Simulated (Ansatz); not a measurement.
A nudged elastic band was laid between two geometries of AlCl2H5OSi (10 atoms, charge 0, multiplicity 1).

All numbers below come from RKS PBE-D4/def2-SVP in Ansatz.

```
movable images  : 5
climbing image  : yes
spring          : 5.0 eV/Å²
optimiser       : quadratic models (default)
start path      : through a guess of the saddle point
force threshold : 0.05 eV/Å
iteration limit : 60
end points      : relaxed
```

Initial state:

```xyz
10
Properties=species:S:1:pos:R:3
Al -0.156 0.914 -1.457
H 1.179 1.384 -2.167
Cl -0.949 -1.014 -1.994
Cl -1.616 2.418 -0.931
H -0.306 1.185 0.916
O 0.235 0.520 0.431
Si 0.361 -1.074 1.153
H 0.885 -0.815 2.533
H 1.349 -1.796 0.303
H -0.983 -1.722 1.212
```

Final state:

```xyz
10
Properties=species:S:1:pos:R:3
Al -0.708 0.549 -1.218
H 0.879 2.163 -1.131
Cl -0.128 -0.008 -3.159
Cl -2.246 1.966 -1.006
H 1.064 1.702 -0.535
O -0.172 -0.341 0.124
Si 0.230 -1.293 1.429
H 1.355 -0.640 2.189
H 0.679 -2.650 0.963
H -0.954 -1.449 2.343
```

(1) Which bonds break or form, and what moves?

(2) Give the energies along the band, and the barrier.

(3) What is the geometry of the highest image?

## Answers

(1) Bonds broken: Al1–H2, H5–O6. Bonds formed: H2–H5. AlCl2H5OSi becomes AlCl2H3OSi + H2.

(2) The forces met the threshold. The highest image is number 3 of 0 to 6, 63.1 kJ/mol above the first end and 76.1 kJ/mol above the last; the last end lies 13.0 kJ/mol below the first. A vibrational analysis at the climbing image gives one clearly imaginary mode, 1026i cm⁻¹, and a faint second one (38i cm⁻¹) that may be numerical noise or a soft torsion: probably a first-order saddle point. Another band between the same ends, with other settings, climbed to 0.35 eV only, so this may not be the lowest route. The orbitals stay closed-shell, which can raise the energy where a bond breaks towards radicals; this wasn't checked here.

```json
{"image": "0", "path coordinate (Å)": "0.00", "energy (kJ/mol)": "0.0", "Al1–H2 (Å)": "1.58", "H5–O6 (Å)": "0.98", "H2–H5 (Å)": "3.43"}
{"image": "1", "path coordinate (Å)": "1.31", "energy (kJ/mol)": "3.0", "Al1–H2 (Å)": "1.59", "H5–O6 (Å)": "0.98", "H2–H5 (Å)": "3.15"}
{"image": "2", "path coordinate (Å)": "2.63", "energy (kJ/mol)": "13.0", "Al1–H2 (Å)": "1.60", "H5–O6 (Å)": "0.98", "H2–H5 (Å)": "2.33"}
{"image": "3", "path coordinate (Å)": "3.94", "energy (kJ/mol)": "63.1", "Al1–H2 (Å)": "1.74", "H5–O6 (Å)": "1.22", "H2–H5 (Å)": "1.11"}
{"image": "4", "path coordinate (Å)": "4.64", "energy (kJ/mol)": "-0.2", "Al1–H2 (Å)": "2.11", "H5–O6 (Å)": "1.91", "H2–H5 (Å)": "0.79"}
{"image": "5", "path coordinate (Å)": "5.33", "energy (kJ/mol)": "-12.8", "Al1–H2 (Å)": "2.26", "H5–O6 (Å)": "2.49", "H2–H5 (Å)": "0.78"}
{"image": "6", "path coordinate (Å)": "6.03", "energy (kJ/mol)": "-13.0", "Al1–H2 (Å)": "2.26", "H5–O6 (Å)": "2.48", "H2–H5 (Å)": "0.78"}
```

(3) 
```xyz
10
Properties=species:S:1:pos:R:3
Al -0.575 0.892 -1.317
H 0.955 1.691 -1.080
Cl -0.550 -0.491 -2.913
Cl -2.227 2.181 -1.083
H 0.874 0.998 -0.223
O 0.099 0.197 0.267
Si 0.312 -1.106 1.357
H 1.286 -0.649 2.400
H 0.849 -2.300 0.627
H -1.023 -1.414 1.964
```

The run took 62 s on 2 threads of AMD EPYC 9R45 96-Core Processor (Zen 5), with other jobs on the host, peak memory 0.18 GiB.
